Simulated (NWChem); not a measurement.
System: BeH2Se; SMILES [SeH][BeH]

Input file for NWChem:

```
start job
memory heap 200 mb stack 900 mb global 1100 mb
geometry units angstroms noautosym nocenter noautoz
  Be     0.104834    -1.553191     0.000000
  H      0.048291    -2.878659     0.000000
  Se     0.223681     0.486062     0.000000
  H     -1.257425     0.579550     0.000000
end
basis spherical
  * library pcsseg-2
end
dft
  xc pbe0
  iterations 150
end
property
  shielding
end
task dft property
```

Output (shortened):

```
             Northwest Computational Chemistry Package (NWChem) 7.3.0
             --------------------------------------------------------

                             Geometry "geometry" -> ""
                             -------------------------

 Output coordinates in angstroms (scale by  1.889725989 to convert to a.u.)

  No.       Tag          Charge          X              Y              Z
 ---- ---------------- ---------- -------------- -------------- --------------
    1 Be                   4.0000     0.10483400    -1.55319100     0.00000000
    2 H                    1.0000     0.04829100    -2.87865900     0.00000000
    3 Se                  34.0000     0.22368100     0.48606200     0.00000000
    4 H                    1.0000    -1.25742500     0.57955000     0.00000000

 Effective nuclear repulsion energy (a.u.)      55.2702775548

                              NWChem Property Module
                              ----------------------

  itol2e modified to match energy
  convergence criterion.

                                 NWChem DFT Module
                                 -----------------

 Summary of "ao basis" -> "ao basis" (spherical)
 ------------------------------------------------------------------------------
       Tag                 Description            Shells   Functions and Types
 ---------------- ------------------------------  ------  ---------------------
 Be                         pcsseg-2                 9       21   4s4p1d
 H                          pcsseg-2                 6       14   3s2p1d
 Se                         pcsseg-2                21       63   6s10p4d1f

  itol2e modified to match energy
  convergence criterion.

            General Information
            -------------------
          SCF calculation type: DFT
          Wavefunction type:  closed shell.
          No. of atoms     :     4
          No. of electrons :    40
           Alpha electrons :    20
            Beta electrons :    20
          Charge           :     0
          Spin multiplicity:     1
          Use of symmetry is: off; symmetry adaption is: off
          Maximum number of iterations: 150
          AO basis - number of functions:   112
                     number of shells:    42
          Convergence on energy requested:  1.00D-07
          Convergence on density requested:  1.00D-05
          Convergence on gradient requested:  5.00D-04

              XC Information
              --------------
                         PBE0 Method XC Functional
                     Hartree-Fock (Exact) Exchange  0.250
          PerdewBurkeErnzerhof Exchange Functional  0.750
            Perdew 1991 LDA Correlation Functional  1.000 local
           PerdewBurkeErnz. Correlation Functional  1.000 non-local

             Grid Information
             ----------------
          Grid used for XC integration:  fine
          Radial quadrature: Mura-Knowles
          Angular quadrature: Lebedev.
          Tag              B.-S. Rad. Rad. Pts. Rad. Cut. Ang. Pts.
          ---              ---------- --------- --------- ---------
          Be                  1.05       70          11.0       590
          H                   0.35       60          12.0       590
          Se                  1.15      140          12.0       974
          Grid pruning is: on
          Number of quadrature shells:   330
          Spatial weights used:  Erf1

      Superposition of Atomic Density Guess
      -------------------------------------

 Sum of atomic energies:       -2415.40371126

      Non-variational initial energy
      ------------------------------

 Total energy =   -2415.800196
 1-e energy   =   -3473.369763
 2-e energy   =    1002.299290
 HOMO         =      -0.312375
 LUMO         =       0.024714

   convergence    iter        energy       DeltaE   RMS-Dens  Diis-err
 ---------------- ----- ----------------- --------- --------- ---------
 d= 0,ls=0.0,diis     1  -2417.2178397794 -2.47D+03  4.06D-03  1.91D+00
 d= 0,ls=0.0,diis     2  -2417.2395239889 -2.17D-02  3.03D-03  1.22D-01
 d= 0,ls=0.0,diis     3  -2417.2402261927 -7.02D-04  1.41D-03  1.44D-01
 d= 0,ls=0.0,diis     4  -2417.2525179298 -1.23D-02  1.27D-04  5.85D-04
 d= 0,ls=0.0,diis     5  -2417.2525834833 -6.56D-05  3.58D-05  3.46D-05
  Resetting Diis
 d= 0,ls=0.0,diis     6  -2417.2525884458 -4.96D-06  6.02D-06  4.50D-07
 d= 0,ls=0.0,diis     7  -2417.2525885050 -5.92D-08  2.28D-06  3.74D-08

         Total DFT energy =    -2417.252588504971
      One electron energy =    -3475.342932382441
           Coulomb energy =     1093.295608783423
    Exchange-Corr. energy =      -90.475542460720
 Nuclear repulsion energy =       55.270277554766

 Numeric. integr. density =       39.999999772964

                       DFT Final Molecular Orbital Analysis
                       ------------------------------------

 Vector   18  Occ=2.000000D+00  E=-3.582246D-01
              MO Center=  7.6D-02, -1.7D+00, -3.1D-11, r^2= 3.1D+00
   Bfn.  Coefficient  Atom+Function         Bfn.  Coefficient  Atom+Function
  ----- ------------  ---------------      ----- ------------  ---------------
     2      0.272362  1 Be s                 23      0.250726  2 H  s
    22      0.210110  2 H  s                 67     -0.198284  3 Se py
     1     -0.169984  1 Be s                 41     -0.156947  3 Se s
     3      0.140241  1 Be s                 40     -0.127249  3 Se s
    66     -0.106100  3 Se px                64     -0.102192  3 Se py

[...]

          -----------------------------------------
          Chemical Shielding Tensors (GIAO, in ppm)
          -----------------------------------------

                                NWChem CPHF Module
                                ------------------

  scftype          =     RHF
  nclosed          =       20
  nopen            =        0
  variables        =     1840
  # of vectors     =        3
  tolerance        = 0.10D-03
  level shift      = 0.00D+00
  max iterations   =       50
  max subspace     =       30

 SCF residual:    3.5354103864925857E-004

Iterative solution of linear equations
  No. of variables     1840
  No. of equations        3
  Maximum subspace       30
        Iterations       50
       Convergence  1.0D-04

   iter   nsub   residual    time
   ----  ------  --------  ---------
     1      3    5.29D-01      56.6
     2      6    1.65D-02      64.8
     3      9    7.75D-04      73.3
     4     12    5.21D-05      81.6

      Atom:    1  Be
        Diamagnetic
    137.9795      0.6582      0.0000
      0.6582    159.4486      0.0000
      0.0000      0.0000    135.7664

        Paramagnetic
    -99.9302      1.1696      0.0000
      1.1696     -7.4711      0.0000
      0.0000      0.0000    -96.2853

        Total Shielding Tensor
     38.0494      1.8278      0.0000
      1.8278    151.9775      0.0000
      0.0000      0.0000     39.4811

           isotropic =      76.5026
          anisotropy =     113.2562

          Principal Components and Axis System
                 1           2           3
              152.0068     39.4811     38.0201

      1         0.0160      0.0000      0.9999
      2         0.9999     -0.0000     -0.0160
      3         0.0000      1.0000     -0.0000

      Atom:    2  H
        Diamagnetic
     25.2974      0.2847      0.0000
      0.2847     33.6259     -0.0000
      0.0000     -0.0000     24.7799

        Paramagnetic
     -0.0096     -0.2574      0.0000
     -0.2574     -0.7773      0.0000
      0.0000      0.0000      0.3424

        Total Shielding Tensor
     25.2878      0.0273      0.0000
      0.0273     32.8486      0.0000
      0.0000      0.0000     25.1223

           isotropic =      27.7529
          anisotropy =       7.6437

          Principal Components and Axis System
                 1           2           3
               32.8487     25.2877     25.1223

      1         0.0036      1.0000     -0.0000
      2         1.0000     -0.0036     -0.0000
      3         0.0000      0.0000      1.0000

      Atom:    3  Se
        Diamagnetic
   3003.7462     -1.5308     -0.0000
     -1.5308   3001.5311     -0.0000
     -0.0000     -0.0000   2997.1631

        Paramagnetic
   -964.9306   -157.6639     -0.0000
   -157.6639   -704.8310      0.0000
     -0.0000      0.0000   -865.4993

        Total Shielding Tensor
   2038.8156   -159.1947     -0.0000
   -159.1947   2296.7000      0.0000
     -0.0000      0.0000   2131.6638

           isotropic =    2155.7265
          anisotropy =     325.3423

          Principal Components and Axis System
                 1           2           3
             2372.6213   2131.6638   1962.8943

      1        -0.4305      0.0000      0.9026
      2         0.9026     -0.0000      0.4305
      3         0.0000      1.0000      0.0000

      Atom:    4  H
        Diamagnetic
     47.1391     -2.8473     -0.0000
     -2.8473     21.2200     -0.0000
     -0.0000     -0.0000     19.3447

        Paramagnetic
     -3.1739      0.4285      0.0000
      0.4285      3.8400      0.0000
      0.0000      0.0000      3.6702

        Total Shielding Tensor
     43.9652     -2.4187     -0.0000
     -2.4187     25.0600      0.0000
     -0.0000      0.0000     23.0149

           isotropic =      30.6800
          anisotropy =      20.3846

          Principal Components and Axis System
                 1           2           3
               44.2698     24.7555     23.0149

      1         0.9922      0.1249     -0.0000
      2        -0.1249      0.9922     -0.0000
      3        -0.0000      0.0000      1.0000
```

Level: PBE0/pcSseg-2, GIAO. Coordinates come from a B3LYP/6-31G* (spherical d) optimisation. The printed shielding anisotropy is the first printed principal value minus the mean of the other two.
